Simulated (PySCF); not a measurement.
# Solvent effects on NMR parameters

Geometry:
```csv
atom,x (Å),y (Å),z (Å)
C1,-1.830,-1.821,0.521
C2,-1.386,-0.434,0.071
C3,-2.475,0.357,-0.678
Si4,-1.639,1.816,-1.539
N5,-0.069,1.101,-1.799
Si6,0.189,-0.425,-0.996
N7,1.698,-0.457,-0.143
C8,2.064,0.613,0.747
C9,2.574,-1.596,-0.106
H10,-2.096,-2.453,-0.343
H11,-1.032,-2.342,1.075
H12,-2.713,-1.775,1.179
H13,-1.100,0.147,0.970
H14,-2.922,-0.278,-1.465
H15,-3.304,0.658,-0.014
H16,-1.586,3.041,-0.672
H17,-2.314,2.221,-2.814
H18,0.645,1.527,-2.379
H19,0.256,-1.621,-1.897
H20,2.024,0.315,1.814
H21,3.093,0.969,0.548
H22,1.390,1.473,0.610
H23,3.617,-1.313,-0.349
H24,2.255,-2.352,-0.840
H25,2.595,-2.085,0.889
```

GIAO PBE0/pcSseg-1 in PySCF 2.14.0 with density-fitted response routines on one PBE0-D3(BJ)/def2-SVP conformer, non-relativistic, equivalent nuclei averaged. Solvents enter as an IEF-PCM continuum (tetrahydrofuran with ε = 7.4, dichloromethane with ε = 8.9) around the gas-phase geometry.

Gas phase, σ in ppm: C8/C9 146.6, C1 165.5, C2 167.2, C3 168.8, Si6 348.9, Si4 378.8, N7 237.2, N5 237.4, H16 26.35, H17 26.45, H19 26.59, H20/H21/H22/H23/H24/H25 28.74, H10/H11/H12 30.20, H15 30.31. Dipole moment 0.97 D.

(1) How does each σ change in the continuum?

(2) Which of the listed nuclei move most (in ppm), and what does the model miss?

Results:

(1) 
| atoms | environment | Δσ, tetrahydrofuran | Δσ, dichloromethane |
| --- | --- | --- | --- |
| C8/C9 | methyl carbon bonded to N | +0.4 | +0.4 |
| C1 | methyl carbon | +0.6 | +0.7 |
| C2 | sp3 CH bonded to Si | +0.2 | +0.2 |
| C3 | sp3 CH2 bonded to Si | +0.3 | +0.3 |
| Si6 | silicon bonded to C, 2 N, H, in a 5-membered ring | +0.1 | +0.1 |
| Si4 | silicon bonded to C, N, 2 H, in a 5-membered ring | -0.1 | -0.1 |
| N7 | nitrogen bonded to 2 C, Si | +0.6 | +0.6 |
| N5 | nitrogen bonded to 2 Si, H, in a 5-membered ring | +0.4 | +0.4 |
| H16 | hydrogen on a silicon bonded to C, N, in a 5-membered ring | +0.09 | +0.09 |
| H17 | hydrogen on a silicon bonded to C, N, in a 5-membered ring | +0.07 | +0.08 |
| H19 | hydrogen on a silicon bonded to C, 2 N, in a 5-membered ring | +0.08 | +0.09 |
| H20/H21/H22/H23/H24/H25 | hydrogen on a methyl carbon bonded to N | -0.04 | -0.04 |
| H10/H11/H12 | hydrogen on a methyl carbon | -0.01 | -0.01 |
| H15 | hydrogen on an sp3 CH2 bonded to Si | -0.07 | -0.07 |

Changes are relative to the gas phase. The dipole moment becomes 1.17 D in tetrahydrofuran, 1.18 D in dichloromethane.

(2) C1 (methyl carbon, +0.7 ppm) and N7 (nitrogen bonded to 2 C, Si, +0.6 ppm) in dichloromethane. A continuum only polarises the solute; specific hydrogen bonds, the anisotropy of aromatic solvents and changes of geometry or conformer are outside it.
